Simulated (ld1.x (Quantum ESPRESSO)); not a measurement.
# P: PAW pseudisation with PBE, scalar-relativistic reference atom.

P (Z = 15), PAW, made with ld1.x (Quantum ESPRESSO) 7.5 (PBE, scalar-relativistic). Core [Ne], reference 3s2 3p1.5 (charge +1.5). Waves: 3s (bound): rcut 1.45, rcutus 1.70 bohr; 3s channel at 0.15 Ry: rcut 1.45, rcutus 1.70 bohr; 3p (bound): rcut 1.65, rcutus 1.75 bohr; 3p channel at -0.35 Ry: rcut 1.65, rcutus 1.75 bohr; 3d channel at 0.4 Ry: rcut 1.40, rcutus 1.85 bohr; 3d channel at 2.75 Ry: rcut 1.40, rcutus 1.85 bohr. Local part: all-electron potential smoothed inside 1.30 bohr (lloc = -1). Core correction: Bessel-smoothed model core inside 1.00 bohr. Augmentation charge: PSQ, inside the norm-conserving radii.

Poles of the logarithmic derivatives, all-electron (AE) and pseudo (PS). s: poles at -0.0 (AE) and -0.0 (PS) Ry. p: poles at 1.1 (AE) and 1.1 (PS) Ry. d: poles at 2.0 (AE) and 2.0 (PS) Ry. Test radius 2.01 bohr.

* Cutoffs needed: 12 Ry and 21 Ry (the cutoffs (Ry, on a coarse ladder) from which the occupation-weighted sum of valence levels, in a spherical-Bessel basis at the reference potential, stays within 10 and 1 mRy of its value at 400 Ry)
* Ghost test: no extra level below or beside the all-electron valence levels (s, p, d, f tested) (spherical-Bessel basis up to 400 Ry, 20 bohr box)
* Largest excitation error: -20 meV (all-electron minus pseudo) for 3s2 3p0, out of 7 test configurations
* Lowest eigenvalue of the overlap operator: 0.43 (s channel)
* Density cutoff estimated by the generator: 234 Ry
